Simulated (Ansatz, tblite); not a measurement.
Removing an electron: the cluster Ag6⁻ (the lowest doublet isomer of a short search). The state is a doublet with charge -1. Geometry: PBE0-D4/def2-SVPD. Ansatz, gas phase; energy differences of separate SCF runs; the oxidised species is a singlet (the triplet lies 0.19 eV higher at PBE0-D4/def2-TZVPD).

Cartesian coordinates in Å:
```
Ag -1.0391 1.0908 -1.4609
Ag -0.9809 -0.0715 1.1451
Ag -0.5892 -1.5814 -1.2470
Ag 0.9497 -2.0396 1.1432
Ag 0.2107 2.3889 0.7862
Ag 1.4487 0.2128 -0.3667
```

In the def2 sets Ag takes a core potential; there is no spin–orbit coupling. The xTB rows come from tblite. No other spin state of charge -1 was run. The structure comes from a short search, and lower isomers may exist.

(1) Estimate orbital energies and vertical ionisation energies at: GFN1-xTB; GFN2-xTB; PBE-D4/def2-TZVPD; PBE0-D4/def2-TZVPD; ωB97M-V/def2-TZVPD.

## Answers

(1) 
| level | −HOMO (eV) | vertical IE (eV) | −LUMO (eV) | HOMO–LUMO gap (eV) | remarks |
| --- | --- | --- | --- | --- | --- |
| GFN1-xTB | – | 5.24 | – | – | – |
| GFN2-xTB | – | 6.67 | – | – | – |
| PBE-D4/def2-TZVPD | 0.30 | 2.19 | -0.07 | 0.37 | restricted singlet, untested (singlet) |
| PBE0-D4/def2-TZVPD | 0.70 | 1.99 | -0.86 | 1.56 | restricted singlet, untested (singlet) |
| ωB97M-V/def2-TZVPD | 1.94 | 1.69 | -2.21 | 4.15 | restricted singlet, untested (singlet) |

  HOMO and LUMO are the levels of the spin that leaves or enters (xTB has no such levels and no spin-polarisation term). Other spin states of the ions may lie lower, which would lower the ionisation energy or raise the affinity. Raw xTB energy differences between charge states are shifted by several eV; the methods need an empirical correction for them.
